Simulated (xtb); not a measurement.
xtb input (GFN1-xTB):

```bash
xtb mol.xyz --gfn 1 --sp --chrg 0 --uhf 0
```
mol.xyz:
```
17

C     -1.18935895     1.73282702    -0.80322590
C     -1.18586824     0.33392369    -0.16987108
C     -1.83118578    -0.69611308    -1.10826892
Si     0.52807255    -0.18450155     0.36024054
O      1.41062399    -0.24217203    -1.03377810
O      1.19635940     0.83066646     1.46654223
O      0.54952211    -1.61943781     1.16127628
H     -0.58129898     1.75440671    -1.70999714
H     -0.80022300     2.49085411    -0.11935951
H     -2.20429213     2.03360561    -1.07698380
H     -1.77771224     0.37474415     0.75215850
H     -2.84502033    -0.39174533    -1.38212528
H     -1.25598393    -0.80101021    -2.03051095
H     -1.90400790    -1.68242393    -0.64372358
H      2.33241054    -0.50530255    -0.96650842
H      1.38013918     1.72936774     1.18545798
H      0.24940711    -2.39575314     0.68409645
```

Output:

```
           -------------------------------------------------
          |                Calculation Setup                |
           -------------------------------------------------

           -------------------------------------------------
          |                 G F N 1 - x T B                 |
           -------------------------------------------------

        Reference                      10.1021/acs.jctc.7b00118
      * Hamiltonian:
        H0-scaling (s, p, d)           1.850000    2.250000    2.000000
        zeta-weighting                 0.000000
      * Dispersion:
        s8                             2.400000
        a1                             0.630000
        a2                             5.000000
        s9                             0.000000
      * Repulsion:
        kExp                           1.500000
        rExp                           1.000000
      * Coulomb:
        alpha                          2.000000
        third order                    atomic
        anisotropic                    false
      * Halogen bond correction:
        rad-scale                      1.300000
        damping                        0.440000

          ...................................................
          :                      SETUP                      :
          :.................................................:
          :  # basis functions                  54          :
          :  # atomic orbitals                  53          :
          :  # shells                           35          :
          :  # electrons                        44          :
          :  # halogen bonds                     0          :
          :  max. iterations                   250          :
          :  Hamiltonian                  GFN1-xTB          :
          :  restarted?                      false          :
          :  GBSA solvation                  false          :
          :  PC potential                    false          :
          :  electronic temp.          300.0000000     K    :
          :  accuracy                    1.0000000          :
          :  -> integral cutoff          0.2500000E+02      :
          :  -> integral neglect         0.1000000E-07      :
          :  -> SCF convergence          0.1000000E-05 Eh   :
          :  -> wf. convergence          0.2000000E-04 e    :
          :  Broyden damping             0.4000000          :
          :  net charge                          0          :
          :  unpaired electrons                  0          :
          ...................................................

 iter      E             dE          RMSdq      gap      omega  full diag
   1    -28.1298673 -0.281299E+02  0.778E+00    7.43       0.0  T
   2    -28.1370169 -0.714965E-02  0.467E+00    7.57       1.0  T
   3    -28.1336608  0.335609E-02  0.458E-01    7.41       1.0  T
   4    -28.1378837 -0.422281E-02  0.189E-01    7.38       1.0  T
   5    -28.1386945 -0.810889E-03  0.311E-02    7.43       1.0  T
   6    -28.1387037 -0.915039E-05  0.115E-02    7.44       2.1  T
   7    -28.1387041 -0.391341E-06  0.143E-03    7.45      17.0  T
   8    -28.1387041 -0.156321E-07  0.235E-04    7.45     103.2  T
   9    -28.1387041 -0.454630E-09  0.101E-04    7.45     239.4  T
  10    -28.1387041 -0.282451E-09  0.109E-05    7.45    2229.9  T

   *** convergence criteria satisfied after 10 iterations ***

         #    Occupation            Energy/Eh            Energy/eV
      -------------------------------------------------------------
         1        2.0000           -0.7511991             -20.4412
       ...           ...                  ...                  ...
        16        2.0000           -0.4976215             -13.5410
        17        2.0000           -0.4955247             -13.4839
        18        2.0000           -0.4926578             -13.4059
        19        2.0000           -0.4869601             -13.2509
        20        2.0000           -0.4611110             -12.5475
        21        2.0000           -0.4542505             -12.3608
        22        2.0000           -0.4121386             -11.2149 (HOMO)
        23                         -0.1385212              -3.7694 (LUMO)
        24                         -0.1343198              -3.6550
        25                         -0.1130524              -3.0763
        26                         -0.0995142              -2.7079
        27                         -0.0911978              -2.4816
       ...                                ...                  ...
        53                          1.3795115              37.5384
      -------------------------------------------------------------
                  HL-Gap            0.2736174 Eh            7.4455 eV
             Fermi-level           -0.2753299 Eh           -7.4921 eV

 SCC (total)                   0 d,  0 h,  0 min,  0.017 sec
 SCC setup                      ...        0 min,  0.000 sec (  0.755%)
 Dispersion                     ...        0 min,  0.000 sec (  0.365%)
 classical contributions        ...        0 min,  0.000 sec (  0.181%)
 integral evaluation            ...        0 min,  0.004 sec ( 24.627%)
 iterations                     ...        0 min,  0.004 sec ( 24.326%)
 molecular gradient             ...        0 min,  0.008 sec ( 48.627%)
 printout                       ...        0 min,  0.000 sec (  1.013%)

         :::::::::::::::::::::::::::::::::::::::::::::::::::::
         ::                     SUMMARY                     ::
         :::::::::::::::::::::::::::::::::::::::::::::::::::::
         :: total energy             -27.894448957955 Eh    ::
         :: gradient norm              0.047865199740 Eh/a0 ::
         :: HOMO-LUMO gap              7.445508566171 eV    ::
         ::.................................................::
         :: SCC energy               -28.138704103688 Eh    ::
         :: -> electrostatic           0.116053307326 Eh    ::
         :: repulsion energy           0.251042097919 Eh    ::
         :: dispersion energy         -0.006786952186 Eh    ::
         :: halogen bond corr.         0.000000000000 Eh    ::
         :: add. restraining           0.000000000000 Eh    ::
         :: total charge               0.000000000000 e     ::
         :::::::::::::::::::::::::::::::::::::::::::::::::::::

           -------------------------------------------------
          |                Property Printout                |
           -------------------------------------------------

    * Orbital Energies and Occupations

         #    Occupation            Energy/Eh            Energy/eV
      -------------------------------------------------------------
         1        2.0000           -0.7511991             -20.4412
       ...           ...                  ...                  ...
        10        2.0000           -0.5576518             -15.1745
        11        2.0000           -0.5420763             -14.7506
        12        2.0000           -0.5360900             -14.5878
        13        2.0000           -0.5267915             -14.3347
        14        2.0000           -0.5198815             -14.1467
        15        2.0000           -0.5132089             -13.9651
        16        2.0000           -0.4976215             -13.5410
        17        2.0000           -0.4955247             -13.4839
        18        2.0000           -0.4926578             -13.4059
        19        2.0000           -0.4869601             -13.2509
        20        2.0000           -0.4611110             -12.5475
        21        2.0000           -0.4542505             -12.3608
        22        2.0000           -0.4121386             -11.2149 (HOMO)
        23                         -0.1385212              -3.7694 (LUMO)
        24                         -0.1343198              -3.6550
        25                         -0.1130524              -3.0763
        26                         -0.0995142              -2.7079
        27                         -0.0911978              -2.4816
        28                         -0.0807545              -2.1974
        29                         -0.0470889              -1.2814
        30                         -0.0431235              -1.1735
        31                         -0.0329714              -0.8972
        32                         -0.0276064              -0.7512
        33                          0.0060981               0.1659
       ...                                ...                  ...
        53                          1.3795115              37.5384
      -------------------------------------------------------------
                  HL-Gap            0.2736174 Eh            7.4455 eV
             Fermi-level           -0.2753299 Eh           -7.4921 eV

  Mulliken/CM5 charges         n(s)   n(p)   n(d)
     1C    -0.08014 -0.22406   1.008  3.072  0.000
     2C    -0.06218 -0.09080   1.030  3.032  0.000
     3C    -0.08031 -0.22423   1.008  3.072  0.000
     4Si    0.57350  0.48433   0.898  1.387  1.142
     5O    -0.54086 -0.71612   1.654  4.887  0.000
     6O    -0.51055 -0.68377   1.648  4.862  0.000
     7O    -0.51061 -0.68385   1.648  4.862  0.000
     8H     0.02810  0.08277   0.972  0.000  0.000
     9H     0.01809  0.07180   0.982  0.000  0.000
    10H     0.01511  0.06683   0.985  0.000  0.000
    11H     0.02598  0.09006   0.974  0.000  0.000
    12H     0.01524  0.06696   0.985  0.000  0.000
    13H     0.02818  0.08284   0.972  0.000  0.000
    14H     0.01757  0.07124   0.982  0.000  0.000
    15H     0.35706  0.53767   0.643  0.000  0.000
    16H     0.35297  0.53425   0.647  0.000  0.000
    17H     0.35285  0.53408   0.647  0.000  0.000

Wiberg/Mayer (AO) data.
largest (>0.10) Wiberg bond orders for each atom

 ---------------------------------------------------------------------------
     #   Z sym  total        # sym  WBO       # sym  WBO       # sym  WBO
 ---------------------------------------------------------------------------
     1   6 C    3.997 --     2 C    0.992     8 H    0.985    10 H    0.985
                             9 H    0.983
     2   6 C    3.966 --     3 C    0.992     1 C    0.992     4 Si   0.974
                            11 H    0.943
     3   6 C    3.997 --     2 C    0.992    13 H    0.985    12 H    0.985
                            14 H    0.983
     4  14 Si   5.030 --     6 O    1.302     7 O    1.302     5 O    1.249
                             2 C    0.974
     5   8 O    2.178 --     4 Si   1.249    15 H    0.837
     6   8 O    2.221 --     4 Si   1.302    16 H    0.844
     7   8 O    2.221 --     4 Si   1.302    17 H    0.844
     8   1 H    1.005 --     1 C    0.985
     9   1 H    1.006 --     1 C    0.983
    10   1 H    1.008 --     1 C    0.985
    11   1 H    1.008 --     2 C    0.943
    12   1 H    1.008 --     3 C    0.985
    13   1 H    1.005 --     3 C    0.985
    14   1 H    1.006 --     3 C    0.983
    15   1 H    0.881 --     5 O    0.837
    16   1 H    0.884 --     6 O    0.844
    17   1 H    0.884 --     7 O    0.844
 ---------------------------------------------------------------------------

Topologies differ in total number of bonds
Writing topology from bond orders to xtbtopo.mol

 dipole moment from electron density (au)
     X       Y       Z
   0.2753   0.0032  -0.7130  total (Debye):    1.943

           -------------------------------------------------
          | TOTAL ENERGY              -27.894448957955 Eh   |
          | GRADIENT NORM               0.047865199740 Eh/α |
          | HOMO-LUMO GAP               7.445508566171 eV   |
           -------------------------------------------------

------------------------------------------------------------------------
------------------------------------------------------------------------
Note: The following floating-point exceptions are signalling: IEEE_DENORMAL
normal termination of xtb
 total:
 SCF:
```
